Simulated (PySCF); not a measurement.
Species: C₆H₈O₃.
Cartesian coordinates in Å at the PBE0-D3(BJ)/def2-SVP level; atoms count from 1:
```
atom  x, y, z in Å
O1     2.0637    0.6538    1.6686
C2     2.2342    0.4124    0.5105
O3     1.3295   -0.1089   -0.3243
C4     0.0224   -0.2899    0.1763
C5    -0.6807   -1.5144   -0.3776
C6    -2.1620   -1.1678   -0.1810
C7    -2.2553    0.3164   -0.5400
C8    -0.8808    0.8799   -0.2291
O9    -0.5194    2.0199   -0.3146
H10    3.1838    0.5637   -0.0415
H11    0.0536   -0.3073    1.2813
H12   -0.3792   -2.4483    0.1165
H13   -0.4415   -1.6054   -1.4504
H14   -2.8276   -1.8025   -0.7820
H15   -2.4401   -1.3191    0.8751
H16   -3.0453    0.8832   -0.0265
H17   -2.4155    0.4623   -1.6227
```

Linear response at PBE0/def2-SVPD (PySCF, frozen core in the response, non-relativistic). Geometry: PBE0-D3(BJ)/def2-SVP, one conformer, isolated molecule.

Static isotropic polarisability: 77.65 au (11.51 Å³), principal values 66.2, 73.7, 93.0 au.

(1) What is the polarisability at 1064 nm and at the sodium D line?

(2) What is the isotropic C6 coefficient between two such molecules, C6 = (3/π)∫α(iω)² dω?

(3) Which effective excitation energy ω̄ makes London's formula C6 = (3/4)α²ω̄ exact here?

(4) What three-body coefficient follows from the one-pole estimate C9 = (3/4)·α·C6?

(5) How anisotropic is the static polarisability, by Δα² = ½[(α1 − α2)² + (α2 − α3)² + (α3 − α1)²]?

(6) The lowest 6 singlets have (eV, f): 4.19, 0.000; 5.91, 0.002; 6.32, 0.044; 6.51, 0.037; 6.83, 0.008; 7.02, 0.004. What share of the static polarisability do they carry in the sum over states α = Σ f/ω²?

Answers

(1) 78.20 au at 1064 nm (+0.7 %), 79.49 au at 589.3 nm (+2.4 %). The rise at 589.3 nm is 3.36 times that at 1064 nm; a pure ω² law gives 3.26. The lowest singlet lies at 296 nm, shorter than both wavelengths.

(2) 2762 au (Eh·bohr⁶) by a ten-point quadrature over imaginary frequencies, which is 1650 eV·Å⁶ or 159 J·nm⁶/mol.

(3) ω̄ = 4·C6/(3α²) = 0.611 Eh = 16.6 eV. A one-pole form α(ω) = α/(1 − ω²/ω̄²) fitted to the 1064 nm value gives 13.9 eV.

(4) 161000 au. This is an estimate from the two numbers above, not a computed integral.

(5) Δα = 23.9 au, or 0.31 of the isotropic value.

(6) 1.70 au, 2.2 % of α; the largest term, 0.81 au, is that of the state at 6.32 eV. Their oscillator strengths add up to 0.10. Higher states carry the rest.

The run took about 80 s of CPU time (one thread, shared machine). This is the whole response run at PBE0/def2-SVPD, SCF included.
